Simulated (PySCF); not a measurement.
Computed IR spectrum (relative IR intensity) of a molecule C₄H₄ClF. The structure is a stationary point at r2SCAN-D4/def2-SVP. One conformer was computed; it need not be the lowest. All values below come from r2SCAN-D4/def2-SVP (PySCF). Frequencies are harmonic and unscaled.

Lines under 2 % of the strongest are left out, and lines within 2 cm⁻¹ are merged.

| ν (cm⁻¹) | relative intensity |
|---|---|
| 89 | 2.2 |
| 470 | 4.6 |
| 696 | 16 |
| 852 | 63 |
| 864 | 17 |
| 879 | 37 |
| 947 | 25 |
| 1115 | 100 |
| 1316 | 11 |
| 1367 | 14 |
| 1401 | 6.7 |
| 1652 | 85 |
| 1718 | 23 |
| 3189 | 3.3 |

### Question
Pick the molecule that these values belong to.
A) C=C(F)C(=C)Cl
B) CC(F)=C=CCl
C) C#C[C@@H](F)CCl
D) C=C=C(F)CCl

### Answer
A, C=C(F)C(=C)Cl
